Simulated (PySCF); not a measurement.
Mg(SiH3)(OSiH3) (H₆MgOSi₂), SMILES [SiH3][O][Mg][SiH3].

The structure is a stationary point at ωB97X-D3(BJ)/def2-SVP. The structure was generated by enumeration; whether it is a known compound was not checked. The values are those of a single conformer.

Calculation: IEF-PCM-B3LYP/def2-SVP (PySCF 2.14.0).

The values are the electrostatic part of the solvation free energy, E(continuum) − E(gas) at the gas-phase geometry, in a cavity of scaled van der Waals radii (PySCF's table); cavitation and dispersion terms are not included. A continuum can't describe solvent molecules that bind to the metal. In vacuum the orbital gap is 6.02 eV. The dipole moment in vacuum is 1.10 D.

Computed values in water (ε = 78.36), n-hexane (ε = 1.88), diethylether (ε = 4.24):
```csv
solvent,ε,ΔG(elec) (kcal/mol),dipole (D),gap (eV)
water,78.36,-9.6,0.59,6.11
n-hexane,1.88,-3.4,0.98,6.05
diethylether,4.24,-6.4,0.81,6.07
```
